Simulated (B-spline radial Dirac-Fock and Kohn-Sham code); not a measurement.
K-line shifts caused by a second vacancy in Ru³⁺

System: ruthenium as Ru³⁺, [Kr] 4d5, inside a Watson sphere of charge -3 and radius 2.4 Å (a model of the Madelung potential; inside it an electron's potential energy is raised by 18.0 eV).

Input file task.json (cfg lists n, l and occupation; rrms is the nuclear radius in fm):

```json
{"items": [{
  "Z": 44,
  "q": 3,
  "cfg": [[1, 0, 2], [2, 0, 2], [2, 1, 6], [3, 0, 2], [3, 1, 6], [3, 2, 10], [4, 0, 2], [4, 1, 6], [4, 2, 5]],
  "A": 102,
  "rrms": 4.4809,
  "watson": [-3, 2.4],
  "do": ["binding", "quiet", "double"]
}]}
```

Launch: `python xray_run.py task.json out`

The computed values come from a radial B-spline solver: relaxed Dirac-Fock hole states (ΔSCF) with Breit and QED corrections and a finite nucleus. Each two-hole energy is an average over J within one jj subconfiguration, not an observable level; in light atoms, where LS coupling holds, the j-resolved values are not observed lines, and for a K spectator the Kα1 hypersatellite is nearly forbidden. No correlation.

Lines without a spectator: Kα2 (K-L2) 19148.5 eV, Kα1 (K-L3) 19277.5 eV, Kβ3 (K-M2) 21631.0 eV, Kβ1 (K-M3) 21653.5 eV. Shifts in eV with one spectator hole (a dash: not computed, or left out as unreliable):

```tsv
spectator hole	Kα2	Kα1	Kβ3	Kβ1
K (1s)	+493.6	+505.6	+627.1	+629.5
L2 (2p1/2)	+52.5	+65.6	–	+141.2
L3 (2p3/2)	+53.6	+53.1	+128.4	–
M2 (3p1/2)	–	+6.79	+15.79	+19.36
M3 (3p3/2)	+5.30	–	+16.94	+16.35
M4 (3d3/2)	+0.58	-1.60	–	–
M5 (3d5/2)	-1.93	-0.40	–	–
```

With n spectator holes in 2p, averaged over the 2p shell (energies in eV):

```
n     KαLⁿ   step  hypersatellite KαʰLⁿ
0  19234.5      –               19736.1
1  19291.0  +56.5               19794.0
2  19348.7  +57.7               19853.0
3  19407.7  +58.9               19913.4
4  19467.8  +60.2               19974.9
5  19529.2  +61.4               20037.7
```
